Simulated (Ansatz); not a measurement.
`C1C[SiH2]C1`. Total charge 0; spin multiplicity 1.

```xyz
12

C     0.2262    0.2720    1.0159
C     0.6901   -0.9765    0.2164
Si   -0.5483   -0.4375   -1.0973
C    -0.3223    1.1643   -0.1313
H     1.0038    0.7389    1.6267
H    -0.5909   -0.0054    1.6875
H     1.7168   -0.8533   -0.1383
H     0.6101   -1.9356    0.7259
H    -0.2010   -0.5085   -2.5455
H    -1.8963   -1.0451   -0.9121
H     0.4738    1.7751   -0.5652
H    -1.1620    1.8116    0.1174
```

List the harmonic frequencies (cm⁻¹, unscaled) at PBE0-D4/def2-TZVP in Ansatz. (Best estimate.)

Computed: 166, 405, 514, 546, 659, 678, 742, 817, 840, 900, 929, 961, 970, 981, 1077, 1155, 1217, 1247, 1293, 1432, 1452, 1489, 2198, 2207, 3052, 3076, 3078, 3100, 3149, 3149.

Is this a minimum?

Yes, all 30 modes are real.

Give the ideal-gas thermochemistry at 298.15 K and 1 bar (rigid rotor, harmonic oscillator; point group Cs, symmetry number 1).

Zero-point energy 260.1 kJ/mol; H(298) − E = 275.6 kJ/mol; entropy 294.0 J/(mol·K), of which translation 162.2, rotation 103.4, vibration 28.3; G(298) − E = 188.0 kJ/mol.
